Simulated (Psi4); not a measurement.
Input for Psi4:
```
memory 2 GB

molecule {
-1 2
C    -1.23000776   -0.01815569   -0.70402132
C    -0.02294410    0.16394531    0.20501992
C     1.28866707    0.16312758   -0.56711666
O    -0.05904402   -0.27027316    1.44413418
H    -1.22558377   -0.97844920   -1.26463982
H    -1.27877931    0.78009714   -1.45933864
H    -2.14688240    0.00862961   -0.11403996
H     2.12329948    0.31597875    0.11806931
H     1.48188848   -0.78357711   -1.11747293
H     1.30411841    0.96600290   -1.31894310
}

set {
  basis cc-pvtz
  reference uhf
  freeze_core true
}

energy('mp2')
print_variables()
```

### Question
Predict the nuclear repulsion energy from MP2/cc-pVTZ (Psi4).

### Answer
116.7111 Eh

### Question
What SCF-reference <S^2> does MP2/cc-pVTZ give?

### Answer
0.769

### Question
Estimate the number of basis functions that MP2/cc-pVTZ returns for this input.

### Answer
204

### Question
What is the computed MP2 correlation energy (MP2/cc-pVTZ)?

### Answer
-0.7600 Eh

### Question
Estimate the total energy that MP2/cc-pVTZ returns for this input.

### Answer
-192.7112 Eh

A gas-phase anion may not be bound at this level; its values then depend on the basis.

These values belong to the state on which the SCF converged, which isn't shown to be the lowest.
